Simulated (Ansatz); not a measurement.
Geometry optimisation, Ansatz, RKS PBE-D4/def2-SVP.

Input file:

```yaml
crystal:
  periodic: [false, false, false]
  atoms:
    - { symbol: Ga, position_ang: [0.0, 0.0, 0.0] }
    - { symbol: H, position_ang: [1.0752, 0.0, 1.406] }
    - { symbol: O, position_ang: [1.9596, 0.0, 0.3462] }
    - { symbol: H, position_ang: [2.2595, -0.9519, 0.1913] }
    - { symbol: "N", position_ang: [-1.6714, 0.0, -0.965] }
    - { symbol: H, position_ang: [-2.3403, -0.8164, -0.8664] }
    - { symbol: H, position_ang: [-1.9204, 0.8164, -1.5936] }
basis:
  gaussian: { orbitals: def2-SVP }
hamiltonian:
  xc: pbe
  dispersion: d4
relax:
  f_tol: 0.15
  max_steps: 25
  restrain:
    - { distance: [1, 2], at: 2.21, k: 30.0 }
    - { distance: [0, 1], at: 1.57, k: 30.0 }
    - { distance: [0, 2], at: 1.79, k: 30.0 }
```

Run as:

```bash
$ ansatz run input.yaml --threads 1 --pin off --max-ram 2048MiB --backend cpu --events-out ev --progress --plain --runs-dir out
```

Task: Where does it end, and by what steps?

Result: It converged. The restraints hold the end off the free minimum; the threshold counts their pulls, which the force column leaves out. Restrained pairs: H2–O3 (1.38 → 2.27 Å), Ga1–H2 (1.77 → 1.55 Å), Ga1–O3 (1.99 → 1.79 Å). After 7 steps the energy has fallen by 2.574 eV (the restraints' own energy left out); O3 moved furthest, 0.78 Å.

```csv
step,energy less start (eV),largest force component (eV/Å),accepted
0,0.0000,2.385,yes
1,-0.3670,1.376,yes
2,-1.0165,1.542,yes
3,-1.8133,1.303,yes
4,-2.2945,1.437,yes
5,-2.4487,1.098,yes
6,-2.5422,1.390,yes
7,-2.5742,1.677,yes
```

```xyz
7
Properties=species:S:1:pos:R:3
Ga 0.032 -0.243 0.145
H 0.646 -0.619 1.520
O 1.722 -0.036 -0.395
H 2.249 -0.259 0.387
N -1.454 0.018 -0.837
H -2.402 -0.147 -0.498
H -1.431 0.334 -1.805
```

The run took 19 s on 1 thread of Arm Neoverse V1, with other jobs on the host, peak memory 0.12 GiB.
